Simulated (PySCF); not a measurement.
C₁₂H₁₁N, SMILES c1ccc(Cc2ccccn2)cc1 (GFN2-xTB optimised geometry):

```
24

C     -0.697    -1.804     0.000
C     -1.382    -0.602     0.001
C     -0.686     0.595     0.003
C      0.701     0.603    -0.002
C      1.477     1.894     0.029
C      2.153     2.029     1.367
C      1.414     2.285     2.520
C      2.077     2.367     3.731
C      3.452     2.188     3.754
C      4.095     1.933     2.554
N      3.466     1.854     1.393
C      1.382    -0.608     0.000
C      0.689    -1.804     0.000
H     -1.239    -2.738    -0.001
H     -2.463    -0.595     0.001
H     -1.229     1.530     0.002
H      2.248     1.887    -0.743
H      0.807     2.739    -0.136
H      0.344     2.414     2.460
H      1.532     2.566     4.643
H      4.008     2.245     4.677
H      5.166     1.784     2.511
H      2.463    -0.603     0.005
H      1.229    -2.739     0.000
```

Level of theory: PBE0/def2-SVP in PySCF.

Q: What are the frontier orbital energies and the dipole moment?

A: HOMO-2 -7.29 eV, HOMO-1 -7.21 eV, HOMO -6.84 eV, LUMO -0.62 eV, LUMO+1 -0.42 eV; dipole moment 1.84 D.

Meta-Löwdin charges at PBE0/def2-SVP: C1 -0.11, C2 -0.11, C3 -0.12, C4 0.02, C5 -0.20, C6 0.14, C7 -0.14, C8 -0.08, C9 -0.14, C10 0.01, N11 -0.27, C12 -0.12, C13 -0.10, H14 0.11, H15 0.11, H16 0.10, H17 0.12, H18 0.10, H19 0.11, H20 0.11, H21 0.11, H22 0.11, H23 0.11, H24 0.11.
